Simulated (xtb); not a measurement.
C2HCl3, SMILES ClC=C(Cl)Cl. All values are semi-empirical tight-binding results from xtb (GFN2-xTB unless named), good for trends rather than for accurate numbers. The structure is a stationary point at GFN2-xTB.

Optimised geometry:

Bond lengths (Å): Cl1–C2 1.708, C2–C3 1.331, C2–H6 1.078, C3–Cl4 1.713, C3–Cl5 1.716. Bond angles (°): Cl1–C2–C3 122.5, Cl1–C2–H6 115.6, C3–C2–H6 121.9, C2–C3–Cl4 123.8, C2–C3–Cl5 120.8, Cl4–C3–Cl5 115.4.

- point group as xtb finds it: Cs
- orbital gap: 3.96 eV
- dipole moment: 0.83 D
- zero-point energy: 14.5 kcal/mol
- G − E(el) at 298.15 K (modified RRHO): -4.9 kcal/mol
- static polarisability (D4 model): 65.2 bohr³
- solvation energy, GFN2-xTB/ALPB(water): -1.4 kcal/mol
- solvation energy, GFN2-xTB/ALPB(chcl3): -4.7 kcal/mol

Computed atomic charges and the Wiberg bond orders between heavy atoms:
charges (e) Cl1 -0.10, C2 0.02, C3 0.15, Cl4 -0.08, Cl5 -0.09, H6 0.11. Bond orders Cl1–C2 1.03, C2–C3 1.76, C3–Cl4 1.02, C3–Cl5 1.01.
